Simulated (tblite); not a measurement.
Compound: C7H7NSi.
Cartesian coordinates in Å at the GFN2-xTB level; atoms count from 1:
```
atom  x, y, z in Å
C1     3.675   -0.452   -0.403
C2     2.713   -0.153    0.244
C3     1.543    0.216    1.002
Si4    0.212    1.003   -0.117
C5    -1.488    1.198    0.697
C6    -2.070    0.280   -0.097
C7    -3.396   -0.175   -0.100
N8    -4.477   -0.562   -0.104
C9    -0.983   -0.213   -1.026
H10    4.528   -0.722   -0.948
H11    1.147   -0.671    1.502
H12    1.836    0.927    1.778
H13    0.725    2.123   -0.904
H14   -1.969    1.766    1.475
H15   -1.201   -0.003   -2.072
H16   -0.802   -1.283   -0.938
```

Calculated harmonic vibrations of the isolated species, GFN2-xTB (tblite), most abundant isotopes, no scaling. The method is semi-empirical: single wavenumbers can be off by several per cent or more. Modes of hydrogen on silicon can be 10 to 20 % off. One conformer, not necessarily the lowest.

Harmonic wavenumbers (cm⁻¹): 26.0, 55.5, 103.7, 138.6, 173.7, 183.1, 290.2, 314.7, 353.5, 451.2, 518.8, 535.7, 547.3, 606.0, 624.4, 639.4, 664.8, 711.0, 743.0, 771.1, 792.2, 821.1, 901.4, 1010.9, 1054.3, 1099.8, 1111.8, 1150.3, 1202.6, 1241.3, 1423.1, 1456.4, 1590.7, 2275.4, 2292.8, 2351.8, 2954.2, 2967.2, 2989.8, 3008.3, 3091.0, 3401.7.

A = 4731, B = 604.7, C = 579.1 MHz; mass 133.035 u (most abundant isotopes); point group C1, symmetry number 1.

What is the zero-point energy?

Half the sum of the wavenumbers: 24320 cm⁻¹ = 69.53 kcal/mol.

Give the ideal-gas entropy at 273.15 K and 1 bar in the rigid-rotor, harmonic-oscillator model (classical rotation).

Translation 40.16, rotation 29.39, vibration 28.84: S = 98.4 cal/(mol K).

And Cp and H(273.15 K) − H(0)?

Cp = 36.89 cal/(mol K), of which vibrations give 28.94 (their classical limit is 42 R = 83.5); H(273.15 K) − H(0) = 6.19 kcal/mol without the zero-point energy, 4.01 from vibrations.

Blend soft modes into free rotors: weight 1/[1 + (100 cm⁻¹/ν̃)⁴] for the oscillator and the rest for a rotor with moment μB/(μ + B), μ = h/(8π²ν), B = 10⁻⁴⁴ kg m². What vibrational entropy results?

25.77 cal/(mol K) in place of 28.84, which changes −T·S at 273.15 K by +0.84 kcal/mol.

Which modes carry the vibrational entropy at 273.15 K?

26.0 cm⁻¹: 5.94; 55.5 cm⁻¹: 4.44; 103.7 cm⁻¹: 3.21; 138.6 cm⁻¹: 2.66; 173.7 cm⁻¹: 2.23; 183.1 cm⁻¹: 2.13 cal/(mol K); the other 36 give 8.23 together.

What must be added to the electronic energy to get the Gibbs energy at 273.15 K and 1 bar?

ZPE + [H(273.15 K) − H(0)] − T·S = 69.53 + 6.19 − 26.88 = 48.84 kcal/mol.

How do the functions run with temperature in this model?

```json
{"T (K)": "150", "S (cal/(mol K))": "80.5", "Cp (cal/(mol K))": "24.0", "H − H(0) (kcal/mol)": "2.43", "G − H(0) (kcal/mol)": "-9.65", "ln q(vib)": "3.76"}
{"T (K)": "250", "S (cal/(mol K))": "95.2", "Cp (cal/(mol K))": "34.6", "H − H(0) (kcal/mol)": "5.36", "G − H(0) (kcal/mol)": "-18.45", "ln q(vib)": "6.49"}
{"T (K)": "298.15", "S (cal/(mol K))": "101.7", "Cp (cal/(mol K))": "39.3", "H − H(0) (kcal/mol)": "7.14", "G − H(0) (kcal/mol)": "-23.19", "ln q(vib)": "7.79"}
{"T (K)": "400", "S (cal/(mol K))": "114.5", "Cp (cal/(mol K))": "47.7", "H − H(0) (kcal/mol)": "11.59", "G − H(0) (kcal/mol)": "-34.21", "ln q(vib)": "10.52"}
{"T (K)": "600", "S (cal/(mol K))": "136.2", "Cp (cal/(mol K))": "59.2", "H − H(0) (kcal/mol)": "22.38", "G − H(0) (kcal/mol)": "-59.35", "ln q(vib)": "15.63"}
{"T (K)": "900", "S (cal/(mol K))": "162.4", "Cp (cal/(mol K))": "69.7", "H − H(0) (kcal/mol)": "41.86", "G − H(0) (kcal/mol)": "-104.31", "ln q(vib)": "22.55"}
```

q(vib) and H(0) count from the zero-point level.

Hindered rotation and anharmonicity are outside this model. Other conformers, if any are populated, would add a mixing term that is left out. The structure is chiral; the term R ln 2 for an equal mix with its mirror image is left out.

On one thread, Intel Xeon at 2.50 GHz (x86_64), on a shared host, this took 2.2 s wall, 1.9 s CPU. The figure is for the frequency step alone.
